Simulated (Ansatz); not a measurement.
Method: PBE-D3(BJ)/def2-TZVP (Ansatz, an electronic-structure program). No frequencies were computed at this level.

Ansatz 0.2 input:
```yaml
crystal:
  periodic: [false, false, false]
  atoms:
    - { symbol: C, position_ang: [-0.069258, -0.000855, -0.010482] }
    - { symbol: F, position_ang: [1.27964, 0.015788, 0.193671] }
    - { symbol: H, position_ang: [-0.557192, -0.084502, 0.961163] }
    - { symbol: H, position_ang: [-0.3477, 0.929946, -0.505711] }
    - { symbol: H, position_ang: [-0.305492, -0.860378, -0.638641] }
basis:
  gaussian: { orbitals: def2-tzvp }
hamiltonian:
  xc: pbe
  dispersion: d3bj
relax:
  max_steps: 150
```

Output:

```
Functional definition: PBE
468 factors; their error is unknown
mean field evaluation 1: about -3796.1211 eV, gradient 4.2e1 eV
mean field evaluation 2: about -3793.2962 eV, gradient 5.3e1 eV
mean field evaluation 4: about -3799.9605 eV, gradient 2.0e0 eV
mean field evaluation 8: about -3799.9510 eV, gradient 4.3e-2 eV
mean field -3799.95098806 eV, -139.6456231117 hartree, gradient 6.7e-5 eV, S^2 0.000000; 0 other end points of the search recorded, 0 dependent functions left out
reference -3799.95101438 eV, -139.6456240793 hartree; 9, 9 occupied and 71, 71 virtual orbitals, 468 factors
relax step   1: F+E_penalty+E_count = -3799.98619767 eV  Δ(F+E_penalty+E_count) = +0.000e0 eV  max|allowed force component| = 1.316e0 eV/Å  Δτ_max = 0.0000 Å  (25 SCF iters, accepted)
these checks for a lower state are left out or cut short: starts, cluster_reference, orbital_swaps, neighbouring_geometries, increment
468 factors; their error is unknown
mean field evaluation 16: about -3799.9895 eV, gradient 1.5e0 eV
mean field -3799.97853465 eV, -139.6466354303 hartree, gradient 4.2e-6 eV, S^2 0.000000; 0 other end points of the search recorded, 0 dependent functions left out
reference -3799.97856099 eV, -139.6466363983 hartree; 9, 9 occupied and 71, 71 virtual orbitals, 468 factors
relax step   2: F+E_penalty+E_count = -3800.01370400 eV  Δ(F+E_penalty+E_count) = -2.751e-2 eV  max|allowed force component| = 4.128e-1 eV/Å  Δτ_max = 0.0275 Å  (30 SCF iters, accepted)
these checks for a lower state are left out or cut short: starts, cluster_reference, orbital_swaps, neighbouring_geometries, increment
468 factors; their error is unknown
mean field -3799.98115656 eV, -139.6467317839 hartree, gradient 4.4e-6 eV, S^2 0.000000; 0 other end points of the search recorded, 0 dependent functions left out
reference -3799.98118285 eV, -139.6467327499 hartree; 9, 9 occupied and 71, 71 virtual orbitals, 468 factors
relax step   3: F+E_penalty+E_count = -3800.01631046 eV  Δ(F+E_penalty+E_count) = -2.606e-3 eV  max|allowed force component| = 1.331e-1 eV/Å  Δτ_max = 0.0084 Å  (30 SCF iters, accepted)
these checks for a lower state are left out or cut short: starts, cluster_reference, orbital_swaps, neighbouring_geometries, increment
468 factors; their error is unknown
mean field evaluation 32: about -3799.9960 eV, gradient 3.8e-1 eV
mean field -3799.98137513 eV, -139.6467398161 hartree, gradient 4.4e-6 eV, S^2 0.000000; 0 other end points of the search recorded, 0 dependent functions left out
reference -3799.98140137 eV, -139.6467407803 hartree; 9, 9 occupied and 71, 71 virtual orbitals, 468 factors
relax step   4: F+E_penalty+E_count = -3800.01652709 eV  Δ(F+E_penalty+E_count) = -2.166e-4 eV  max|allowed force component| = 4.226e-2 eV/Å  Δτ_max = 0.0019 Å  (31 SCF iters, accepted)
these checks for a lower state are left out or cut short: starts, cluster_reference, orbital_swaps, neighbouring_geometries, increment
468 factors; their error is unknown
mean field -3799.98140114 eV, -139.6467407719 hartree, gradient 4.4e-6 eV, S^2 0.000000; 0 other end points of the search recorded, 0 dependent functions left out
reference -3799.98142735 eV, -139.6467417351 hartree; 9, 9 occupied and 71, 71 virtual orbitals, 468 factors
relax step   5: F+E_penalty+E_count = -3800.01655336 eV  Δ(F+E_penalty+E_count) = -2.627e-5 eV  max|allowed force component| = 1.243e-4 eV/Å  Δτ_max = 0.0011 Å  (31 SCF iters, accepted)
468 factors; their error is unknown
mean field evaluation 64: about -3799.9814 eV, gradient 9.3e-4 eV
mean field -3799.98140114 eV, -139.6467407719 hartree, gradient 4.4e-6 eV, S^2 0.000000; 1 other end points of the search recorded, 0 dependent functions left out
reference -3799.98142735 eV, -139.6467417351 hartree; 9, 9 occupied and 71, 71 virtual orbitals, 468 factors
Total energy: -3800.01657957 eV, -139.6480335555 hartree
Atom 0 at    -0.063482    -0.000784    -0.009608 Å, force     0.000036     0.000000     0.000006 eV/Å
Atom 1 at     1.315693     0.016233     0.199128 Å, force     0.000052     0.000001     0.000008 eV/Å
Atom 2 at    -0.571658    -0.084945     0.962534 Å, force    -0.000011     0.000009    -0.000124 eV/Å
Atom 3 at    -0.361453     0.932956    -0.509336 Å, force    -0.000036    -0.000110     0.000047 eV/Å
Atom 4 at    -0.319102    -0.863461    -0.642718 Å, force    -0.000041     0.000100     0.000063 eV/Å
Dipole moment:    -0.361344    -0.004458    -0.054691 e Å
```

Cost: very roughly 9 core-seconds.
